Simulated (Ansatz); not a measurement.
Two isomers of C3H6Ge: A = `C=C=[CH][GeH3]`, B = `C#[C][GeH2][CH3]`.

Gas-phase electronic energies from Ansatz, PBE0-D4/def2-TZVP geometries. CBS: MP2 limit from def2 TZ/QZ plus the TZ coupled-cluster correction, frozen cores. Functionals use def2-TZVPP. B3LYP here is the variant with VWN-RPA as its local correlation; programs differ in this. For Ge outer-core shells are correlated without core-valence functions, which leaves a few kJ/mol of doubt a bond. Scalar relativity is left out up to krypton.

Task: Which is lower in electronic energy at CCSD(T)/CBS, and by how much? (Best estimate.)

Result: Ansatz gave: B, by 37.5 kJ/mol.

Task: Give E(B) − E(A) in kJ/mol with B2PLYP, CCSD(T)/def2-TZVPP, r2SCAN-D4, CCSD/def2-TZVPP, ωB97M-V, B3LYP, B3LYP-D4. (An estimate is asked.)

Result: The calculation gave: B2PLYP -30.4, CCSD(T)/def2-TZVPP -39.0, r2SCAN-D4 -12.4, CCSD/def2-TZVPP -40.0, ωB97M-V -26.0, B3LYP -14.6, B3LYP-D4 -13.8. None reverses the order clearly.

Largest T1 diagnostic: 0.012.

In def2-TZVPP, CCSD(T) changes the Hartree–Fock value by −4.6 kJ/mol (the triples alone add +0.9 kJ/mol) and MP2 by −17.4 kJ/mol. From PBE to PBE0 (25 % exact exchange), in def2-TZVPP and without D4, E(B) − E(A) moves by −7.2 kJ/mol.
